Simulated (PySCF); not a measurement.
Compound: C2H5BNS (charge -1).
Bonds: S1–C2 (double), C2–C3, C3–B4, B4–N5, C2–N5. Hydrogens: H6, H7 on C3; H8, H9 on B4; H10 on N5.

Theory: PBE0-D3(BJ)/def2-SVP geometry optimisation, gas phase in PySCF.

Q: What internal coordinates does the optimisation give?

A: 
```csv
bond,length (Å),order
S1=C2,1.677,double
C2–C3,1.519,single
C3–B4,1.666,single
B4–N5,1.582,single
C2–N5,1.324,single
"C3–H6, C3–H7",1.103,single
"B4–H8, B4–H9",1.242,single
N5–H10,1.016,single
```

Bonds in one row agree within 0.01 Å and their mean is given. Orders are formal, as drawn. A selection of angles:
```csv
angle,degrees
S1–C2–C3,133.4
S1–C2–N5,129.8
C3–C2–N5,96.9
C2–C3–B4,85.4
C2–C3–H6,111.7
B4–C3–H6,119.1
H6–C3–H7,107.9
C3–B4–N5,82.0
C3–B4–H8,116.7
N5–B4–H8,113.7
H8–B4–H9,111.2
B4–N5–H10,142.1
C2–N5–B4,95.7
C2–N5–H10,122.1
```

Dihedral angles: S1–C2–C3–B4 180° (antiperiplanar); C2–C3–B4–N5 0° (synperiplanar); C3–B4–N5–C2 0° (synperiplanar); S1–C2–N5–B4 180° (antiperiplanar).

The 4-membered ring C2–C3–B4–N5 has internal angles of 82.0° to 96.9°; it is planar, 0.00 Å rms from its mean plane, widest ring torsion 0°. The 5 heavy atoms lie in one plane (0.000 Å rms). B4 (four-coordinate boron) has angles from 82.0° to 116.8°. N5 (nitrogen bound to a thiocarbonyl carbon) is planar (angles 142.1°, 122.1° and 95.7°, sum 360.0°, 0.00 Å off the plane of its three neighbours). C2 (thiocarbonyl carbon) is planar (angles 133.4°, 129.8° and 96.9°, sum 360.0°, 0.00 Å off the plane of its three neighbours).

Point group: Cs (tolerance 0.08 Å). Stationary, but not proved a minimum. The geometry's basis has no diffuse functions, a weakness for an anion.

Hardware: an AMD EPYC 9R45 with one thread, no GPU, shared host with 96 logical CPUs at a one-minute load of 44. Cost: 5.8 s, 0.52 GiB resident at most. These figures are those of the optimisation.
